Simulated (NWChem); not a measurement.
Molecule: C$_{3}$H$_{2}$BrF; SMILES BrC=C=CF

This build's default masses of Se (78.918 u) and Br (79.917 u) are each other's, which moves their modes by up to 0.6 %.

Question: Give the equilibrium geometry at B3LYP/6-31G* (spherical d) (NWChem) as an XYZ file, with the point group.

Answer: point group C1; any orientation.
```
7

F      0.5691    -3.2456    -0.2840
C     -0.1447    -2.3942     0.4787
C     -0.5080    -1.2064     0.0691
C     -0.8888    -0.0203    -0.2963
Br     0.1713     1.5651     0.0025
H     -0.3825    -2.8088     1.4543
H     -1.8200     0.2121    -0.8010
```
